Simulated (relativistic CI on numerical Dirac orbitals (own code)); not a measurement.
# Ru⁴⁰⁺: sensitivity of the levels to the model

Base calculation: Dirac-Coulomb-Breit CI, KLI orbitals optimised for each configuration, model QED (radiative potential, 1s self-energy scaled to tabulated hydrogen-like ionisation energies), unscaled Slater integrals.

Configurations in the expansion (outside the closed core 1s2): 2s2, 2s 2p, 2p2, 2p 3s, 2p 3p, 2s 3s, 2s 3p, 2s 3d, 2s 4s, 2s 4p, 2s 4d, 2s 4f, 2s 5s, 3s2, 2s 5p, 2s 5d, 2s 5f, 2s 5g, 3s 3p, 3p2. Levels of other configurations are missing.

Variants: (1) configuration mixing switched off. Shifts of the energy above 2s2 1S_0, in eV, for the lowest level and the first level of each name with at least 55 % of one term (blank where a level changes its place among those of its configuration and J or its character, or is not in the variant):

```
      Level     Base    Δ(1)
   2s2 1S_0     0.00    0.00
2s 2p 3P°_0    79.84   -9.46
2s 2p 3P°_1    96.27   -9.45
2s 2p 3P°_2   229.88   -9.47
   2p2 3P_0   230.86  -13.47
2s 2p 1P°_1   283.78   -9.39
   2p2 3P_1   359.33   -9.46
   2p2 1D_2   372.45   -9.18
   2p2 3P_2   517.37   -9.26
   2p2 1S_0   558.43  -14.60
 2s 3s 3S_1  3460.60   -7.86
 2s 3s 1S_0  3477.02   -6.03
2s 3p 3P°_0  3500.05   -9.23
2s 3p 3P°_1  3500.80   -8.44
2s 3p 3P°_2  3544.02   -9.36
 2s 3d 3D_1  3561.15   -7.00
2p 3s 3P°_0  3562.53   -9.71
 2s 3d 3D_2  3565.83   -8.85
2p 3s 3P°_1  3571.39  -16.43
 2s 3d 3D_3  3576.12   -9.11
 2s 3d 1D_2  3587.82   -8.46
 2p 3p 3D_1  3589.37  -11.88
```

At this charge energies of transitions that change n are usually good to better than 1 %, and those within a shell (Δn = 0) to a few per cent.

Ionisation energy from the two ground configurations alone: base 6129.71 eV. The NIST ASD value (semi-empirical) is 6137 eV.

LS names give the leading component of a level, which can be under half, so a name can repeat, a term be missing and a line seem to break the LS rules.
